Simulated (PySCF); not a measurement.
## SiI2, singlet: data card

All numbers come from PySCF, B3LYP, basis Si def2-SVP, I def2-SVP with ECP28 (scalar-relativistic core potentials, no spin–orbit coupling, density fitting).

The structure is a minimum.

```json
{
 "Point group": "C2v",
 "Bond lengths": "Si–I 2.514 Å (×2)",
 "Bond angles": "I–Si–I 104.3°",
 "Enthalpy at 298.15 K above 0 K": "13.94 kJ/mol",
 "Highest occupied level": "-6.95 eV",
 "Zero-point energy": "4.4 kJ/mol",
 "Rotational constants": "0.2814, 0.01685, 0.0159 cm⁻¹",
 "Rotational symmetry number": "2",
 "Dipole moment": "0.84 D",
 "Atomisation energy without zero-point energy": "588 kJ/mol",
 "Heat capacity Cp at 298.15 K": "55.0 J/(mol K)",
 "Entropy at 298.15 K and 1 bar": "323.1 J/(mol K)",
 "Principal quadrupole moments (Buckingham, traceless) about the centre of mass": "-2.37, 0.61, 1.76 D Å",
 "Lowest empty level": "-3.48 eV",
 "Principal polarisabilities": "45.6, 75.3, 129.5 bohr³"
}
```

Harmonic modes (masses in u: Si 27.977, I 126.904):
| symmetry | ω (cm⁻¹) | IR (km/mol) | μ (u) |
| --- | --- | --- | --- |
| a1 | 84 | 0.0 | 99.70 |
| a1 | 327 | 29.4 | 32.44 |
| b2 | 334 | 142 | 31.69 |

In C2v the vibrations span 2a1 + b2. Here b1 is antisymmetric to the molecular plane and b2 lies in it.

Charges (e):
```json
{"atom": "Si1", "Mulliken": "0.32", "Löwdin": "0.12", "polar tensor": "0.94", "Mayer order to Si1": "–"}
{"atom": "I2,3", "Mulliken": "-0.16", "Löwdin": "-0.06", "polar tensor": "-0.47", "Mayer order to Si1": "1.18"}
```

Mulliken populations on Si1: s 5.90, p 7.66, d 0.12.

Counting electrons, silicon keeps 2 of its valence electrons outside its bonds, so the VSEPR class is AX2E1 and the expected shape is bent (C2v), as computed.

The final relaxation and frequency run took 31 s on 2 threads of a shared Arm Neoverse N1 host, with 70 basis functions and 9 gradients; the process peaked at 0.7 GiB. Launch command: `OMP_NUM_THREADS=2 python axn.py task.json out`.
